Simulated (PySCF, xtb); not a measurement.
CBr₄. Atoms are numbered in the order given.

```xyz
5

Br     1.1170     1.1170     1.1170
C      0.0000     0.0000     0.0000
Br    -1.1170     1.1170    -1.1170
Br    -1.1170    -1.1170     1.1170
Br     1.1170    -1.1170    -1.1170
```

Geometry optimised at PBE0-D3(BJ)/def2-SVP.

The numbers are results of PySCF with IEF-PCM-M06-2X/def2-SVP, not measurements.

The values are the electrostatic part of the solvation free energy, E(continuum) − E(gas) at the gas-phase geometry, in a cavity of scaled van der Waals radii (PySCF's table); cavitation and dispersion terms are not included. In vacuum the orbital gap is 7.95 eV. The dipole moment in vacuum is 0.00 D.

Task: Estimate the values in water (ε = 78.36), n-hexane (ε = 1.88), ethylethanoate (ε = 5.99). (The exact figures need the calculation; the answer reports its results.)

Result: 
```
solvent             ε  ΔG(elec) (kcal/mol)  dipole (D)  gap (eV)
--------------  -----  -------------------  ----------  --------
water           78.36                 -1.6        0.00      8.01
n-hexane         1.88                 -0.5        0.00      7.97
ethylethanoate   5.99                 -1.2        0.00      8.00
```

For comparison, GFN2-xTB/ALPB(water) (xtb, at the GFN2-xTB geometry, all terms of that model) gives -1.9 kcal/mol.
